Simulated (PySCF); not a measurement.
Ionisation energy of C²⁺ by level of theory

C²⁺ [He] 2s2 (1S) → C³⁺ [He] 2s1 (2S), as a difference of total energies. Computed with PySCF 2.14 in def2-QZVPPD (8s4p4d2f1g, 63 functions), with no relativity, point nucleus. Correlated levels: valence: 1s2 frozen; valence and next inner shell: nothing frozen. The calculations carry no spin-orbit coupling.

| method | ionisation energy (eV) | error (eV) |
| --- | --- | --- |
| UHF | 45.778 | -2.110 |
| LDA | 46.948 | -0.940 |
| PBE | 47.107 | -0.781 |
| PBE0 | 47.042 | -0.846 |
| r2SCAN | 46.621 | -1.267 |
| TPSS | 47.140 | -0.748 |
| PW91 | 47.196 | -0.692 |
| revPBE | 47.122 | -0.766 |
| r2SCAN0 | 46.691 | -1.197 |
| MP2 (valence) | 47.003 | -0.885 |
| SCS-MP2 (valence) | 47.248 | -0.640 |
| MP2 (valence and next inner shell) | 47.032 | -0.856 |
| SCS-MP2 (valence and next inner shell) | 47.274 | -0.614 |

Reference: 47.888 eV (measured; NIST Atomic Spectra Database, ionization energies).

Errors of the correlated levels include the incompleteness of this basis and the frozen core.

MP2 underrates the near-degeneracy of ns² with np² in the lower species.
